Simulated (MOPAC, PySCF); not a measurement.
C$_{9}$H$_{9}$NSi, SMILES `c1cc(cc2c1cccn2)[SiH3]`, neutral singlet in the gas phase. 

Cartesian coordinates (Å):
SMILES: [SiH3]c1ccc2cccnc2c1
```xyz
20

Si     3.5829     0.4108     0.1058
C      1.7414     0.0024     0.0125
C      1.3060    -1.3357    -0.2558
C     -0.0403    -1.6535    -0.3278
C     -1.0328    -0.6489    -0.1355
C     -2.4318    -0.9034    -0.1956
C     -3.3179     0.1421     0.0055
C     -2.7953     1.4415     0.2666
N     -1.5038     1.7246     0.3318
C     -0.6153     0.7046     0.1357
C      0.7801     0.9941     0.2025
H      4.2501    -0.3937     1.1905
H      3.7538     1.8758     0.3946
H      4.2663     0.0742    -1.1935
H      2.0533    -2.1312    -0.4083
H     -0.3615    -2.6869    -0.5348
H     -2.7891    -1.9252    -0.4007
H     -4.4062    -0.0144    -0.0330
H     -3.4939     2.2833     0.4289
H      1.0536     2.0397     0.4115
```
Charge 0, multiplicity 1.

All levels are single points at this geometry (PBE-D3(BJ)/def2-SVP); Pople sets use spherical d functions. Orbital energies aren't observables, and empty levels follow the basis.

```csv
level,HOMO (eV),LUMO (eV),gap (eV),dipole (D),"vertical IE, Delta-SCF (eV)"
PBE-D3(BJ)/def2-TZVP in PySCF,-6.01,-2.65,3.35,2.46,8.37
B3LYP/3-21G in PySCF,-6.51,-1.56,4.94,2.43,–
B3LYP/6-311+G** in PySCF,-6.73,-2.01,4.72,2.52,–
B3LYP/6-31G* in PySCF,-6.41,-1.60,4.81,2.46,8.22
BP86/6-31G* in PySCF,-5.81,-2.39,3.42,2.42,–
M06-2X/6-31G* in PySCF,-7.70,-0.73,6.97,2.42,–
PBE/6-31G* in PySCF,-5.69,-2.30,3.39,2.41,8.17
SVWN5/6-31G* in PySCF,-5.77,-2.49,3.28,2.43,–
HF/6-31G* in PySCF,-8.38,1.96,10.34,2.71,–
HF/STO-3G in PySCF,-6.48,5.18,11.67,1.81,–
AM1 in MOPAC,-9.07,-0.56,8.51,1.83,–
PM3 in MOPAC,-8.95,-0.62,8.33,1.78,–
PM7 in MOPAC,-9.28,-0.86,8.42,2.37,–
```
